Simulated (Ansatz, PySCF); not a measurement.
Gas-phase reaction in SMILES: OCO → O[CH]O + H atom (the C-H bond at the site shown breaks; other sites are not compared here)
Each molecule is optimised on its own at B3LYP-D3(BJ)/def2-TZVP (Ansatz, an electronic-structure program), one conformer each, not searched for the lowest.

Wanted: bond dissociation energy (0 K, with B3LYP-D3(BJ) harmonic zero-point energies from PySCF), in kcal/mol. Cores are frozen in the correlated levels unless marked. Open shells are spin-unrestricted. No spin-orbit coupling. Non-relativistic. CBS marks a two-point X^-3 extrapolation of the correlation energy; Hartree-Fock from the larger set. The bracket is a focal-point correction in the basis named.

```
level      program  bond dissociation energy (kcal/mol)
---------  -------  -----------------------------------
HF/STO-3G   Ansatz                                 90.8
HF/6-31G    Ansatz                                 72.4
```

Task: Estimate the value at RI-MP2/CBS(cc-pVTZ,cc-pVQZ)+[CCSD(T)-MP2]/cc-pVTZ as computed with Ansatz.

Result: 96.2 kcal/mol
